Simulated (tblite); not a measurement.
Compound: C₆H₅NO (charge -1 and doublet state).
Z-matrix (Å and degrees, GFN2-xTB geometry), rows numbered from 1:
```
C 
C   1  1.2452
C   2  1.3614  1  162.49
N   3  1.3555  2  127.64  1   -96.51
C   4  1.3513  3  105.17  2  -175.22
C   5  1.4959  4  122.02  3  -179.60
C   5  1.3643  4  111.00  3     0.39
O   7  1.3860  5  109.10  4    -0.13
H   1  1.0709  2  137.20  3  -178.25
H   6  1.0909  5  110.37  4    58.76
H   6  1.0911  5  110.51  4   -60.32
H   6  1.0904  5  110.12  4   179.23
H   7  1.0743  5  133.47  4   179.38
```

The geometry is computed with GFN2-xTB (gas phase). This method treats the open shell by occupation alone, without spin polarisation.

Masses are those of the commonest isotopes; rigid-rotor values at the optimised geometry. The values belong to one conformer with, in the numbering `[H]/[C-:1]=[C:2]/[c:3]1[n:4][c:5]([CH3:6])[cH:7][o:8]1`, C1–C2–C3–N4 -97°.

Problem. Give the principal moments of inertia and the rotational constants in MHz.

Solution. Ia = 78.43, Ib = 370.92, Ic = 444.95 u·Å²; 505379 MHz·u·Å²/I gives A = 6444, B = 1363, C = 1136 MHz.

Problem. Classify the top.

Solution. A near-prolate asymmetric top. Ray's parameter κ = (2B − A − C)/(A − C) = -0.915; −1 is the prolate and +1 the oblate limit.

Problem. What does the inertial defect say?

Solution. Not planar: Δ = Ic − Ia − Ib = -4.40 u·Å². For a rigid frame Δ = −2 Σ m c², so Σ m c² = 2.20 u·Å² lies off the ab plane: 1.71 from hydrogen and 0.48 from heavier atoms. The atom farthest from that plane is 0.89 Å away.

Problem. Give the other two planar moments, Paa and Pbb, and the rms extents of the mass along the axes.

Solution. Paa = Σ m a² = (Ib + Ic − Ia)/2 = 368.72 and Pbb = Σ m b² = (Ia + Ic − Ib)/2 = 76.23 u·Å². With the mass M = 107.04 u, the rms extents √(P/M) along a, b and c are 1.86, 0.84, 0.14 Å.

Problem. Where do the levels up to J = 2 lie, in MHz?

Solution. Above 0(0,0):
J = 1: 1(0,1) 2498, 1(1,1) 7580, 1(1,0) 7807
J = 2: 2(0,2) 7488, 2(1,2) 12350, 2(1,1) 13030, 2(2,1) 28274, 2(2,0) 28282

Problem. Estimate the classical rotational partition function at 25 K, 100 K and 500 K.

Solution. Point group C1, symmetry number σ = 1; q = (√π/σ)·√((kT/h)³/(ABC)), k/h = 20836.6 MHz/K: 6670 at 25 K, 53400 at 100 K, 597000 at 500 K.

For this open shell read J as N, the rotation without spin; fine and hyperfine splittings come on top. Its GFN2-xTB frequencies are all real (lowest 51 cm⁻¹). Whether the extra electron is bound in the gas phase wasn't checked; a finite basis holds it in any case. These are rigid-rotor constants of the computed structure; measured ground-state constants (B0) also hold zero-point vibration.
